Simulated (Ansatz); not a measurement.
Program: Ansatz. Geometries: PBE0-D4/def2-TZVP. ΔE: electronic, gas phase. CCSD(T)/CBS is the MP2 limit (def2-TZVPP, def2-QZVPP) plus CCSD(T) − MP2 in def2-TZVPP, frozen cores. This one scheme is used for every species. DFT in def2-TZVPP. B3LYP here is the variant with VWN-RPA as its local correlation; programs differ in this. For Ge outer-core shells are correlated without core-valence functions, which leaves a few kJ/mol of doubt a bond. Scalar relativity is left out up to krypton. One conformer a species, not always the lowest.

Reaction (ligand exchange at the Si–C bond): `N=C(S)[SiH2]O` + `C[NH][GeH3]` → `C[N]([GeH3])[SiH2]O` + `N=CS`

`N=C(S)[SiH2]O`:

```xyz
10

N    -0.069   -1.478    0.785
C    -0.064   -0.209    0.733
S    -0.189    0.836    2.148
Si    0.092    0.492   -1.024
O     0.170   -0.825   -1.987
H    -0.151   -1.868    1.726
H    -0.133    2.006    1.490
H    -1.091    1.342   -1.315
H     1.313    1.333   -1.106
H     0.123   -1.629   -1.450
```

`C[NH][GeH3]`:

Cartesian coordinates in Å:
```
C -0.287 -1.281 -0.494
N -0.126 -0.391 0.639
Ge 0.193 1.388 0.302
H -0.625 -2.266 -0.157
H 0.620 -1.426 -1.100
H -1.064 -0.890 -1.158
H 0.504 -0.776 1.328
H 0.388 2.079 1.660
H -1.042 1.934 -0.434
H 1.438 1.630 -0.587
```

`C[N]([GeH3])[SiH2]O`:

Z-matrix (Å, degrees):
```
C
N 1 1.455
H 1 1.096 2 111.3
H 1 1.094 2 110.4 3 -118.7
H 1 1.098 2 112.8 3 120.9
Ge 2 1.845 1 115.3 3 -53.4
Si 2 1.711 1 121.1 3 136.8
H 6 1.533 2 107.9 1 179.0
H 6 1.541 2 107.9 1 58.3
H 6 1.542 2 109.9 1 -60.0
O 7 1.650 2 116.7 1 88.3
H 7 1.479 2 108.5 1 -155.5
H 7 1.490 2 106.0 1 -33.2
H 11 0.958 7 118.0 2 -71.7
```

`N=CS`:

```xyz
6

N     0.179    1.022   -0.296
C    -0.306   -0.009    0.244
S     0.324   -1.618   -0.013
H    -0.335    1.854   -0.014
H    -1.163   -0.027    0.927
H     1.302   -1.223   -0.848
```

| level | ΔE (kJ/mol) | difference from CCSD(T)/CBS |
| --- | --- | --- |
| PBE-D4 | -59.3 | 11.0 |
| r2SCAN-D4 | -64.3 | 6.0 |
| PBE0-D4 | -64.6 | 5.7 |
| B3LYP-D4 | -68.1 | 2.2 |
| ωB97X-V | -69.9 | 0.4 |
| ωB97M-V | -70.5 | -0.2 |
| B2PLYP | -69.7 | 0.6 |
| PBE | -57.7 | 12.6 |
| r2SCAN | -63.7 | 6.6 |
| PBE0 | -63.1 | 7.2 |
| B3LYP | -65.8 | 4.5 |
| HF/def2-TZVPP | -77.0 | -6.7 |
| MP2/def2-TZVPP | -75.0 | -4.7 |
| SCS-MP2/def2-TZVPP | -75.3 | -5.0 |
| CCSD/def2-TZVPP | -74.1 | -3.8 |
| CCSD(T)/def2-TZVPP | -72.4 | -2.1 |
| HF/def2-QZVPP | -77.7 | -7.4 |
| MP2/def2-QZVPP | -74.0 | -3.7 |
| SCS-MP2/def2-QZVPP | -74.3 | -4.0 |
| HF/CBS(def2) | -77.8 | -7.5 |
| MP2/CBS(def2) | -72.9 | -2.6 |
| CCSD/CBS(def2) | -72.1 | -1.8 |
| CCSD(T)/CBS | -70.3 | 0 |

Largest T1 diagnostic among the species: 0.014.

From PBE to PBE0 (25 % exact exchange), in def2-TZVPP and without D4, ΔE moves by −5.3 kJ/mol.
